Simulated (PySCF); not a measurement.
## TDDFT excited states: C5H3PS

C5H3PS.
SMILES: `C#Cc1cpcs1`

Computed with PySCF 2.14.0, density-fitted response routines, TDDFT PBE0/def2-SVPD, vertical, gas phase, core orbitals frozen in the response. Isolated species at its GFN2-xTB geometry, gas phase.

**Question.** List the vertical singlet excitations with oscillator strengths and describe the spectrum.

**Answer.** 

| state | E (eV) | E (hartree) | f | \|μ\| (D) | symmetry | main configurations (H = HOMO, L = LUMO) |
| --- | --- | --- | --- | --- | --- | --- |
| S1 | 4.46 | 0.1638 | 0.147 | 2.95 | A′ | H→L (94%) |
| S2 | 4.81 | 0.1768 | 0.016 | 0.94 | A′ | H-1→L (68%), H→L+1 (30%) |
| S3 | 4.92 | 0.1810 | 0.0018 | 0.31 | – | H-2→L (97%) |
| S4 | 5.34 | 0.1961 | 0.0000 | 0.03 | – | H→L+2 (73%), H-3→L (19%) |
| S5 | 5.39 | 0.1979 | 0.0005 | 0.15 | – | H-3→L (70%), H→L+2 (22%) |
| S6 | 5.68 | 0.2087 | 0.373 | 4.16 | A′ | H→L+1 (61%), H-1→L (24%) |
| S7 | 5.85 | 0.2149 | 0.0000 | 0.02 | – | H→L+3 (67%), H-1→L+2 (21%) |
| S8 | 6.15 | 0.2258 | 0.0004 | 0.14 | – | H-1→L+2 (70%), H→L+3 (18%) |

Triplets, Tamm–Dancoff:

```csv
state,E (eV),λ (nm),"main configurations (H = HOMO, L = LUMO)"
T1,2.83,437.8,H→L (93%)
T2,3.71,333.8,"H-1→L (74%), H→L+1 (22%)"
T3,4.22,294.0,"H→L+1 (64%), H-1→L (22%), H-4→L (10%)"
```

The lowest singlet comes at 278 nm (430 kJ/mol) in the ultraviolet; it is of moderate strength; its leading configuration is HOMO→LUMO (94%). The most intense listed level is S6 at 5.68 eV (218 nm, f = 0.373), 1.22 eV above S1. Löwdin shares by element: HOMO carbon 51% or more, phosphorus 20% (atoms not listed hold the other 29%); LUMO carbon 35% or more, sulfur 22%, phosphorus 17% (atoms not listed hold the other 27%). The listed states span 1.69 eV, and the widest gap between neighbours is 0.41 eV (S3 to S4). Orbital energies (eV): HOMO-3 -8.61, HOMO-2 -8.10, HOMO-1 -7.63, HOMO -6.86, LUMO -1.83, LUMO+1 -0.71, LUMO+2 -0.13. Weighted by f, the mean energy of these states is 5.32 eV. Symmetry labels in Cs follow from the direction of the transition dipole and are given only for states with f of 0.002 or more. Singlets were solved by full linear response, triplets in the Tamm–Dancoff approximation.

On an Arm Neoverse N1 with one thread (shared host), this took 45 s wall (grids of density and orbitals included) and 0.66 GiB of memory at its peak.
